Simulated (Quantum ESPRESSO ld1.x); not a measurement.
Question: Species: Cd IV. Configuration: [Kr] 4d9. All-electron calculation, scalar-relativistic Kohn-Sham, LDA (Slater exchange, VWN5 correlation), spin-polarised, spherical densities, point nucleus; open shells are filled with parallel spins first. Program: ld1.x of Quantum ESPRESSO 7.5. Some entries of the table are withheld. Estimate them.

| orbital | occ. | eigenvalue (eV) | <r^2> (bohr^2) |
|---|---|---|---|
| 1s up | 1 | -26529.8 | 0.001252 |
| 1s down | 1 | -26529.7 | 0.001252 |
| 2s up | 1 | -3970.53 | 0.02047 |
| 2s down | 1 | -3970.31 | 0.02047 |
| 2p up | 3 | -3568.70 | 0.01612 |
| 2p down | 3 | -3568.53 | 0.01612 |
| 3s up | 1 | -768.956 | 0.1474 |
| 3s down | 1 | -768.805 | 0.1473 |
| 3p up | 3 | -637.149 | 0.1484 |
| 3p down | 3 | -636.987 | 0.1484 |
| 3d up | 5 | -430.249 | 0.1335 |
| 3d down | 5 | -430.035 | 0.1335 |
| 4s up | 1 | -141.805 | 0.8677 |
| 4s down | 1 | -141.034 | 0.8675 |
| 4p up | 3 | -102.737 | 1.036 |
| 4p down | 3 | -101.959 | 1.037 |
| 4d up | 5 | -46.4201 | 1.694 |
| 4d down | 4 | -45.6884 | 1.706 |
| 5s up | 0 | -32.7413 | 5.639 |
| 5s down | 0 | -32.4125 | 5.698 |
| 5p up | 0 | -24.4345 | 7.684 |
| 5p down | 0 | -24.1997 | 7.781 |
| 5d up | 0 | (1) | 15.58 |
| 5d down | 0 | (2) | 15.80 |
| 4f up | 0 | -9.3232 | (3) |
| 4f down | 0 | -9.2344 | (4) |

Answer: 
(1) 5d up eigenvalue (eV): -13.9175
(2) 5d down eigenvalue (eV): -13.8194
(3) 4f up <r^2> (bohr^2): 20.85
(4) 4f down <r^2> (bohr^2): 21.57
